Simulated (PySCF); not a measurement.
## Highest orbital energy against ionisation energy along the 5p block

Calculated with PySCF 2.14, no spin-orbit coupling. Each cell gives −ε(HOMO) / ΔSCF in eV; NIST values include spin-orbit coupling, (s) semi-empirical, (t) theoretical.

| species | UHF | LDA | PBE | PBE0 | r2SCAN | NIST (lowest levels) |
| --- | --- | --- | --- | --- | --- | --- |
| In²⁺ (aug-cc-pVQZ-PP with one added diffuse shell each of s, p, d, f, g type with ECP28MDF, ECP) | 26.767 / 26.622 | 24.641 / 29.094 | 24.232 / 28.670 | 25.043 / 28.285 | 24.494 / 28.380 | 28.044 |
| Sn²⁺ (aug-cc-pVQZ-PP with one added diffuse shell each of s, p, d, f, g type with ECP28MDF, ECP) | 28.789 / 28.535 | 26.617 / 31.279 | 26.167 / 30.791 | 27.058 / 30.421 | 26.378 / 30.459 | 30.506 |
| Sb²⁺ (aug-cc-pVQZ-PP with one added diffuse shell each of s, p, d, f, g type with ECP28MDF, ECP) | 24.443 / 24.147 | 20.582 / 24.925 | 20.494 / 24.703 | 21.655 / 24.740 | 20.888 / 24.882 | 25.323 |
| Te²⁺ (aug-cc-pVQZ-PP with one added diffuse shell each of s, p, d, f, g type with ECP28MDF, ECP) | 27.352 / 26.970 | 23.062 / 27.709 | 22.979 / 27.490 | 24.265 / 27.560 | 23.430 / 27.704 | 27.84 ± 0.04 |
| I²⁺ (aug-cc-pVQZ-PP with one added diffuse shell each of s, p, d, f, g type with ECP28MDF, ECP) | 30.313 / 29.853 | 25.536 / 30.477 | 25.464 / 30.273 | 26.889 / 30.391 | 25.998 / 30.566 | 29.57 ± 0.025 |
| Xe²⁺ (aug-cc-pVQZ-PP with one added diffuse shell each of s, p, d, f, g type with ECP28MDF, ECP) | 30.052 / 29.370 | 25.893 / 30.820 | 25.719 / 30.478 | 27.074 / 30.501 | 26.071 / 30.523 | 31.05 ± 0.04 (s) |

How far is −ε(HOMO) from ΔSCF on average for each method, and why?

UHF 0.37 eV; LDA -4.66 eV; PBE -4.56 eV; PBE0 -3.32 eV; r2SCAN -4.21 eV. Hartree-Fock orbital energies lack relaxation and so exceed the ΔSCF value; semilocal functionals have convex E(N) from self-interaction, so their HOMO lies far too high; exact exchange moves hybrids part of the way back.
